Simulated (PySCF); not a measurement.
This script is equivalent to a calculation on Si(2+) (silicon, charge +2).

```python
from pyscf import gto, scf, dft, mp, cc
import basis_set_exchange as bse
mol = gto.M(atom="Si 0 0 0", charge=2, spin=0, symmetry="D2h",
            basis=gto.basis.parse(bse.get_basis("aug-cc-pV(T+d)Z", elements=["Si"], fmt="nwchem")))
mf = dft.UKS(mol, xc="WB97M_V")
mf.irrep_nelec = {'Ag': (3, 3), 'B1u': (1, 1), 'B2u': (1, 1), 'B3u': (1, 1)}
mf.kernel()
```

Task: What total energy does it give?

Result: -288.480 hartree (calculated).

Task: Which occupied shell lies highest, and where?

Result: 3s, at -32.017 eV.
